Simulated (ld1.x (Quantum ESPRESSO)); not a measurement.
Reading a pseudo-wave (P)

Columns: radius, all-electron u(r) and pseudo u(r) of the 3p shell (level -5.60 eV) of phosphorus in the configuration [Ne] 3s2 3p3; LDA (PZ), scalar-relativistic, TM scheme, ld1.x (Quantum ESPRESSO) 7.5.

```tsv
r (bohr)	all-electron	pseudo
0.080	0.0980	-0.0036
0.160	0.2243	-0.0144
0.240	0.2918	-0.0320
0.320	0.2966	-0.0562
0.400	0.2547	-0.0863
0.480	0.1831	-0.1216
0.560	0.0952	-0.1614
0.640	0.0006	-0.2048
0.720	-0.0943	-0.2508
0.800	-0.1851	-0.2986
0.880	-0.2693	-0.3471
0.960	-0.3455	-0.3955
1.040	-0.4130	-0.4426
1.120	-0.4717	-0.4874
1.200	-0.5218	-0.5290
1.280	-0.5636	-0.5663
1.360	-0.5978	-0.5985
1.440	-0.6249	-0.6250
1.520	-0.6455	-0.6455
1.600	-0.6603	-0.6603
1.680	-0.6701	-0.6701
1.760	-0.6752	-0.6752
1.840	-0.6764	-0.6764
1.920	-0.6743	-0.6743
2.000	-0.6691	-0.6691
2.080	-0.6615	-0.6615
```

(1) How many radial nodes do the two functions have?

(2) At about which radius was the pseudo-wave matched?

(3) Is the pseudo-wave norm-conserving?

Answers

(1) The all-electron 3p function has n − l − 1 = 1; the pseudo-wave has 0, since the states of the same l below it are removed with the core.

(2) 1.60 bohr. The columns agree to 0.0005 from 1.44 bohr on; several derivatives are matched, so the curves merge somewhat inside the radius.

(3) Yes: the TM scheme keeps the norm inside the radius equal to the all-electron one, which fixes the energy derivative of the logarithmic derivative at the level.
